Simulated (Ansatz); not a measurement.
Start from `OCOB[SiH3]` and change one atom or group to get `[SiH3]BO[SiH3]`.

Ansatz, PBE0-D4/def2-TZVP geometries, multiplicity 1. Each molecule was computed in one conformer, which needn't be the lowest.

| property | `OCOB[SiH3]` |
| --- | --- |
| size of the dipole moment (ωB97M-V/def2-TZVPP) / D | 2.13 |
| LUMO energy (B3LYP/def2-TZVPP) / eV | -1.35 |
| HOMO energy (PBE0/def2-TZVPP) / eV | -7.65 |
| HOMO energy (PBE/def2-TZVPP) / eV | -6.38 |
| LUMO energy (PBE0/def2-TZVPP) / eV | -1.15 |
| HOMO–LUMO gap (PBE/def2-TZVPP) / eV | 4.27 |

Problem. Give the same properties after the change, and the shifts. (An estimate is asked.)

Solution. Computed: 
| property | `[SiH3]BO[SiH3]` | shift |
| --- | --- | --- |
| size of the dipole moment (ωB97M-V/def2-TZVPP) / D | 1.66 | -0.47 |
| LUMO energy (B3LYP/def2-TZVPP) / eV | -1.46 | -0.11 |
| HOMO energy (PBE0/def2-TZVPP) / eV | -7.65 | 0.00 |
| HOMO energy (PBE/def2-TZVPP) / eV | -6.40 | -0.02 |
| LUMO energy (PBE0/def2-TZVPP) / eV | -1.27 | -0.12 |
| HOMO–LUMO gap (PBE/def2-TZVPP) / eV | 4.15 | -0.12 |

The zero-point energy changes by -50.1 kJ/mol with -3 modes. Dipoles are sizes alone; their direction can turn.

B3LYP here is the variant with VWN-RPA as its local correlation; programs differ in this.
